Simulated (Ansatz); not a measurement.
Molecule: C₂H₅Cl₃GeO, charge 0, multiplicity 1. 
Geometry from a B3LYP-D3(BJ)/def2-TZVP (Ansatz, an electronic-structure program) optimisation:
```
O
C 1 1.4409
H 2 1.0939 1 109.53
H 2 1.0939 3 108.23 1 -119.35
C 2 1.5119 3 110.83 4 -121.73
H 5 1.0903 2 110.58 3 -59.77
H 5 1.0903 6 108.55 2 121.47
H 5 1.0919 6 108.59 7 117.88
Ge 1 1.7503 2 120.27 3 -59.27
Cl 9 2.1272 1 106.76 2 180.00
Cl 9 2.1460 1 110.71 2 -59.87
Cl 9 2.1460 1 110.71 2 59.87
```

Dipole moments at this geometry, in debye (magnitudes).

```json
[
 {"level": "SVWN5/def2-TZVPD", "program": "Ansatz", "dipole (D)": "2.04"},
 {"level": "PBE/def2-TZVPD", "program": "Ansatz", "dipole (D)": "2.01"},
 {"level": "BLYP/def2-TZVPD", "program": "Ansatz", "dipole (D)": "2.01"},
 {"level": "revPBE/def2-TZVPD", "program": "Ansatz", "dipole (D)": "2.01"},
 {"level": "r2SCAN/def2-TZVPD", "program": "Ansatz", "dipole (D)": "2.04"},
 {"level": "B97M-V/def2-TZVPD", "program": "Ansatz", "dipole (D)": "[?]"},
 {"level": "B3LYP/def2-TZVPD", "program": "Ansatz", "dipole (D)": "2.00"},
 {"level": "BHLYP/def2-TZVPD", "program": "Ansatz", "dipole (D)": "2.00"},
 {"level": "r2SCAN0/def2-TZVPD", "program": "Ansatz", "dipole (D)": "2.00"},
 {"level": "HSE06/def2-TZVPD", "program": "Ansatz", "dipole (D)": "1.99"},
 {"level": "CAM-B3LYP/def2-TZVPD", "program": "Ansatz", "dipole (D)": "2.00"},
 {"level": "LC-wPBE/def2-TZVPD", "program": "Ansatz", "dipole (D)": "2.02"},
 {"level": "CCSD(T)/def2-SVPD", "program": "Ansatz", "dipole (D)": "[?]"}
]
```

Problem. Fill in the missing entries.

Solution. 
- B97M-V/def2-TZVPD, dipole (D): 1.98
- CCSD(T)/def2-SVPD, dipole (D): 1.97
